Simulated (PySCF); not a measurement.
# Indirect couplings

Geometry (Å), atoms numbered from 1 in this order:
```xyz
17

C     2.8846   -0.8175    0.9187
C     1.6706   -0.3661    0.6161
C     0.8524   -0.9398   -0.4256
C    -0.4159   -0.6089   -0.6995
C    -1.2505    0.3332    0.0474
C    -1.3488    0.3258    1.3811
C    -2.0415    1.3014   -0.7314
N    -1.9964    1.5427   -1.9656
H     3.3140   -1.6681    0.4145
H     3.4870   -0.3622    1.6856
H     1.2606    0.4839    1.1450
H     1.3429   -1.6749   -1.0517
H    -0.8978   -1.0568   -1.5618
H    -0.8153   -0.3859    1.9880
H    -1.9842    1.0252    1.8996
H    -2.7467    1.8954   -0.1544
H    -1.3220    0.9846   -2.4897
```

Indirect spin–spin couplings were computed at B3LYP/pcJ-1 (spin–dipole term only in couplings to heteroatoms) (PySCF) on a GFN2-xTB structure, for the isolated molecule, without vibrational or relativistic corrections. Couplings are averaged over pairs made equivalent by symmetry, fast rotation or ring inversion, so a value needn't be that of the named pair in this geometry, while other rotamers aren't included; one pair stands for each set, and the list holds a selection of those of at least 1.5 Hz over up to four bonds.

Isotopes: 13C, 1H, 15N.

```tsv
pair	bonds	J (Hz)
C1, C2	1	76.8
C1, H9	1	162.1
C1, H10	1	166.7
C2, C3	1	58.3
C2, H11	1	161.0
C3, C4	1	78.0
C3, H12	1	160.6
C4, C5	1	58.0
C4, H13	1	161.4
C5, C6	1	?
C5, C7	1	?
C6, H14	1	169.4
C6, H15	1	164.3
C7, N8	1	-5.8
C7, H16	1	178.6
N8, H17	1	?
C2, H9	2	-2.3
C2, H13	3	10.4
C3, C6	3	?
C3, C7	3	?
C3, H9	3	?
C4, H11	3	?
C7, H13	3	2.5
C7, H14	3	?
H9, H11	3	18.0
H10, H11	3	11.8
```

Question: Estimate the withheld couplings, with signs.

Answer: 
- 1J(C5,C6) = 76.5 Hz (bond length 1.337 Å)
- 1J(C5,C7) = 48.6 Hz (bond length 1.473 Å)
- 1J(N8,H17) = -50.7 Hz (bond length 1.020 Å)
- 3J(C3,C6) = 3.2 Hz (dihedral angle 47°)
- 3J(C3,C7) = 3.6 Hz (dihedral angle 135°)
- 3J(C3,H9) = 9.8 Hz (dihedral angle 2°)
- 3J(C4,H11) = 3.9 Hz (dihedral angle 8°)
- 3J(C7,H14) = 13.4 Hz (dihedral angle 178°)
